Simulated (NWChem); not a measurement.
# CuF; SMILES [Cu][F]

```xyz
2

Cu     0.0000     0.0000    -0.4237
F      0.0000     0.0000     1.3263
```
Atoms are numbered in this order, from 1.

Level: PBE0/def2-SVP (NWChem), optimised geometry, unscaled harmonic frequencies. 

| frequency (cm⁻¹) | IR intensity (km/mol) |
|---|---|
| 623 | 48.0 |

The zero-point energy is 0.9 kcal/mol, the thermal correction to the enthalpy at 298.15 K (with zero-point energy) is 3.1 kcal/mol and the heat capacity Cv comes out as 5.9 cal/(mol K). The entropy at 298.15 K and 1 atm (symmetry number 1) comes out as 54.0 cal/(mol K) and the dipole moment comes out as 5.17 D.

Rigid rotor and harmonic oscillator.
